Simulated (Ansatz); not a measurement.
`[NH2][InH][CH2][SeH]` + `O[SiH2]S` → `[NH2][InH][OH]` + `S[SiH2]C[SeH]`  (redistribution)

Calculated with Ansatz (gas phase, PBE0-D4/def2-TZVP geometries, no zero-point term in ΔE). CCSD(T)/CBS adds triple-zeta CCSD(T) − MP2 to the extrapolated MP2 energy (def2 sets, frozen cores). DFT in def2-TZVPP. Elements past krypton have def2 core potentials. For In, Se outer-core shells are correlated without core-valence functions, which leaves a few kJ/mol of doubt a bond. Scalar relativity is left out up to krypton. Each species was taken in one conformer, which may not be the lowest.

| level | ΔE (kJ/mol) |
| --- | --- |
| PBE-D4 | 45.0 |
| r2SCAN-D4 | 51.2 |
| PBE0-D4 | 50.4 |
| ωB97X-V | 49.7 |
| CCSD/def2-TZVPP | 56.5 |
| CCSD(T)/def2-TZVPP | 55.4 |
| HF/CBS(def2) | 58.6 |
| MP2/CBS(def2) | 53.7 |

What does CCSD(T)/CBS give? (Estimate.)

Computed: +51.8 kJ/mol. The listed levels differ from it by -6.8, -0.6, -1.4, -2.1, 4.7, 3.6, 6.8, 1.9 kJ/mol.

Largest T1 diagnostic among the species: 0.016.

From PBE to PBE0 (25 % exact exchange), in def2-TZVPP and without D4, ΔE moves by +5.3 kJ/mol.

CCSD(T)/CBS has its own doubt, a few kJ/mol and more with outer-core shells, so smaller differences from it don't rank the levels.
